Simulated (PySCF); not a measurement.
Hg⁶⁷⁺ (mercury, charge +67): PBE0 calculation

Configuration: [Ne] 3s2 3p1, 2P determinant. All numbers are calculated (PySCF 2.14, the spin-free X2C one-electron Hamiltonian (Gaussian nucleus), in an uncontracted even-tempered set (17 s from 20 bohr⁻², ratio 2.5; 12 p from 26 bohr⁻², ratio 2.5; 4 d from 97 bohr⁻², ratio 2.7; 4 f from 150 bohr⁻², ratio 2.7)).

```
Total energy                                                  : -14076.64 hartree
One-electron energy                                           : -15055.77 hartree
Hartree (Coulomb) energy                                      : 1152.14 hartree
Exchange-correlation energy                                   : -173.01 hartree
⟨S²⟩                                                          : 0.7501
⟨L²⟩                                                          : 2.000
Sum of ⟨r⟩                                                    : 1.033 bohr
Sum of ⟨r²⟩                                                   : 0.1344 bohr²
Traceless quadrupole moment −½Σ⟨3z² − r²⟩ along its main axis : -0.0124 e·bohr²
```

```json
{"shell": "1s α", "electrons": "1", "mean orbital energy (eV)": "-88976.7", "spread (eV)": "0", "rms radius, mean of both spins (bohr)": "0.0187"}
{"shell": "1s β", "electrons": "1", "mean orbital energy (eV)": "-88971.1", "spread (eV)": "0", "rms radius, mean of both spins (bohr)": "0.0187"}
{"shell": "2s α", "electrons": "1", "mean orbital energy (eV)": "-20398.9", "spread (eV)": "0", "rms radius, mean of both spins (bohr)": "0.0745"}
{"shell": "2s β", "electrons": "1", "mean orbital energy (eV)": "-20395.1", "spread (eV)": "0", "rms radius, mean of both spins (bohr)": "0.0745"}
{"shell": "2p α", "electrons": "3", "mean orbital energy (eV)": "-18468.9", "spread (eV)": "1.202", "rms radius, mean of both spins (bohr)": "0.0681"}
{"shell": "2p β", "electrons": "3", "mean orbital energy (eV)": "-18462.8", "spread (eV)": "12.477", "rms radius, mean of both spins (bohr)": "0.0681"}
{"shell": "3s α", "electrons": "1", "mean orbital energy (eV)": "-8309.1", "spread (eV)": "0", "rms radius, mean of both spins (bohr)": "0.178"}
{"shell": "3s β", "electrons": "1", "mean orbital energy (eV)": "-8289.9", "spread (eV)": "0", "rms radius, mean of both spins (bohr)": "0.178"}
{"shell": "3p α", "electrons": "1", "mean orbital energy (eV)": "-7749.3", "spread (eV)": "0", "rms radius, mean of both spins (bohr)": "0.177"}
```

Spin-orbit coupling, absent here, splits the open shell strongly.

Densities and radii are taken from the X2C orbitals without a picture-change correction, which distorts them close to the nucleus.
